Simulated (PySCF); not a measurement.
C3H5N3, SMILES N=c1[nH]cc[nH]1. Atoms are numbered in the order given.

```xyz
11

N     -0.1319     2.0735     0.0000
C     -0.0187     0.7957     0.0000
N     -1.0910    -0.0897     0.0000
C     -0.6593    -1.4130     0.0000
C      0.6946    -1.3970     0.0000
N      1.0892    -0.0550     0.0000
H      0.7810     2.5289     0.0000
H     -2.0447     0.2416     0.0000
H     -1.3495    -2.2510     0.0000
H      1.4083    -2.2150     0.0000
H      2.0411     0.2803     0.0000
```

Geometry optimised at B3LYP-D3(BJ)/def2-SVP.

Two levels are set side by side: PBE/pcSseg-1 (PySCF) and HF/pcSseg-1 (PySCF). GIAO shifts against NH3 (¹⁵N), TMS (¹H), TMS (¹³C) at the same level; non-relativistic, no solvent, atoms listed together averaged. Differences are taken from unrounded values.

| quantity | HF |
|---|---|
| δ(¹⁵N) of N1 (ppm) | 141.4 |
| δ(¹³C) of C2 (ppm) | 165.4 |
| δ(¹H) of H7 (ppm) | 4.55 |

Q: What does PBE give, and how far is it from HF? (Estimate from the structure and the level; the computed values follow.)

A: 
```json
[
 {"quantity": "δ(¹⁵N) of N1 (ppm)", "PBE": "149.5", "PBE minus HF": "8.1"},
 {"quantity": "δ(¹³C) of C2 (ppm)", "PBE": "151.1", "PBE minus HF": "-14.3"},
 {"quantity": "δ(¹H) of H7 (ppm)", "PBE": "4.48", "PBE minus HF": "-0.07"}
]
```

Rough cost on one machine, each run with all the roots and properties that it gave: HF against PBE within a factor of 2.
